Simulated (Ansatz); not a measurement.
Compare A (`BCC(B)C`) with its isomer B (`BB(C)CC`).

Calculated with Ansatz (gas phase, PBE0-D4/def2-TZVP geometries, no zero-point term in ΔE). CBS: MP2 limit from def2 TZ/QZ plus the TZ coupled-cluster correction, frozen cores. Functionals use def2-TZVPP. B3LYP here is the variant with VWN-RPA as its local correlation; programs differ in this. One conformer a species, not always the lowest.

Which is lower in electronic energy at CCSD(T)/CBS, and by how much? (An estimate is asked.)

Ansatz gave: B, by 5.0 kcal/mol.

Give E(B) − E(A) in kcal/mol with HF/def2-TZVPP, PBE0-D4, PBE-D4, B3LYP-D4, B2PLYP, CCSD/def2-TZVPP, B3LYP. (An estimate is asked.)

The calculation gave: HF/def2-TZVPP -17.8, PBE0-D4 -4.4, PBE-D4 -3.9, B3LYP-D4 -9.3, B2PLYP -7.5, CCSD/def2-TZVPP -7.4, B3LYP -10.7. None reverses the order clearly.

Largest T1 diagnostic: 0.011.

In def2-TZVPP, CCSD(T) changes the Hartree–Fock value by +12.9 kcal/mol (the triples alone add +2.4 kcal/mol) and MP2 by +16.9 kcal/mol. The D4 term adds +1.4 kcal/mol with B3LYP and +0.7 kcal/mol with PBE0; it sums over pairs of atoms, weighted by their polarisabilities, and B3LYP, whose exchange is more repulsive, gets the larger term.
